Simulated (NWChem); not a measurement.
Molecule: GeH$_{3}$O$_{3}$F; SMILES [OH][Ge]([OH])([OH])[F]

```xyz
8

O     -1.1782    -0.9961    -0.7763
Ge    -0.0292     0.0328     0.0999
O      1.5916    -0.3268    -0.5099
O     -0.2948     1.7738    -0.0320
F     -0.2214    -0.3546     1.7793
H     -1.9676    -1.1555    -0.2330
H      1.6123    -1.2356    -0.8533
H      0.3648     2.1461    -0.6406
```
Atoms are numbered in this order, from 1.

Level: B3LYP/6-31G* (spherical d) (NWChem), optimised geometry, unscaled harmonic frequencies. B3LYP is NWChem's, with the RPA form of VWN correlation.

| frequency (cm⁻¹) | IR intensity (km/mol) |
|---|---|
| 83 | 126.1 |
| 156 | 21.9 |
| 194 | 6.4 |
| 207 | 4.7 |
| 248 | 30.5 |
| 262 | 16.8 |
| 266 | 59.8 |
| 305 | 182.0 |
| 676 | 0.5 |
| 729 | 100.4 |
| 744 | 92.3 |
| 748 | 115.5 |
| 953 | 45.6 |
| 979 | 137.2 |
| 990 | 158.1 |
| 3752 | 77.6 |
| 3753 | 113.7 |
| 3755 | 19.7 |

| Property | Result |
|---|---|
| zero-point energy | 26.9 kcal/mol |
| thermal correction to the enthalpy at 298.15 K (with zero-point energy) | 32.3 kcal/mol |
| heat capacity Cv | 24.8 cal/(mol K) |
| entropy at 298.15 K and 1 atm (symmetry number 1) | 85.8 cal/(mol K) |
| dipole moment | 1.73 D |

Rigid rotor and harmonic oscillator; modes under 100 cm⁻¹ make the entropy uncertain.
